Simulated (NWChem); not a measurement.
Species: WCl₆; SMILES [Cl][W]([Cl])([Cl])([Cl])([Cl])[Cl]

No frequency run checked for a minimum. def2 effective core potentials on W; no spin-orbit coupling.

### Question
Give the equilibrium geometry at PBE-D3(BJ)/def2-SVP with def2 effective core potentials on W (NWChem) as an XYZ file, with the point group.

### Answer
point group Oh; any orientation.
```
7

W      0.0000     0.0000     0.0000
Cl     1.2789    -1.3649     1.3726
Cl     1.9354     0.9294    -0.8792
Cl    -1.9354    -0.9294     0.8792
Cl    -1.2789     1.3649    -1.3726
Cl     0.0326    -1.6297    -1.6510
Cl    -0.0326     1.6297     1.6510
```
